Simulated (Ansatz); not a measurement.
Abridged output of a molecular run in Ansatz:

```
Functional definition: HF
860 factors; integrals over basis functions are off by at most 1.1e-3 eV
mean field evaluation 1: about -13987.3991 eV, gradient 3.7e1 eV
mean field evaluation 2: about -13987.4536 eV, gradient 3.7e1 eV
mean field evaluation 4: about -13990.6240 eV, gradient 3.6e0 eV
mean field evaluation 8: about -13990.6863 eV, gradient 3.1e-1 eV
mean field -13990.68681723 eV, -514.1482573050 hartree, gradient 2.9e-6 eV, S^2 0.000000; 0 other end points of the search recorded, 0 dependent functions left out
9 core orbitals not correlated: weight in the atoms' cores, before any rotation towards them, 1.000 or more for the frozen orbitals, at most 0.000 for the correlated occupied ones
reference -13990.68681723 eV, -514.1482573050 hartree; 13, 13 occupied and 67, 67 virtual orbitals, 860 factors
second order -16.67619335 eV of doubles, -0.00000000 eV of singles
cycle   1  -17.07692348 eV  change   -4.0e-1 eV  update   1.2e-1
cycle   2  -17.58141982 eV  change   -5.0e-1 eV  update   3.7e-2
cycle   3  -17.73210449 eV  change   -1.5e-1 eV  update   2.3e-2
cycle   4  -17.72222586 eV  change    9.9e-3 eV  update   6.3e-3
cycle   5  -17.71868426 eV  change    3.5e-3 eV  update   2.9e-3
cycle   6  -17.71999831 eV  change   -1.3e-3 eV  update   9.1e-4
cycle   7  -17.71966818 eV  change    3.3e-4 eV  update   3.5e-4
cycle   8  -17.71956639 eV  change    1.0e-4 eV  update   1.2e-4
cycle   9  -17.71963144 eV  change   -6.5e-5 eV  update   5.2e-5
cycle  10  -17.71963484 eV  change   -3.4e-6 eV  update   1.7e-5
perturbative correction -0.48791566 eV, -0.0179305699 hartree
Total energy: -14008.89436773 eV, -514.8173724445 hartree
```

Its atoms:

Z-matrix (Å, degrees):
```
Si
O 1 1.721
B 1 2.437 2 33.0
B 1 2.041 2 77.8 3 -0.0
H 1 1.489 2 109.4 3 -120.9
H 1 1.489 2 109.4 3 120.9
H 3 1.197 1 163.9 2 0.0
F 4 1.306 1 140.7 2 -180.0
```

(1) Which basis set was used?
A. def2-TZVPPD
B. cc-pV(T+d)Z
C. def2-QZVPP
D. def2-SVP

(2) Write the keys of the input that set method, charge and spin (a neutral closed shell needs none for the last two).

Answers

(1) D. It gives 89 functions.

(2) 
```yaml
correlation: {method: ccsd_t}
```
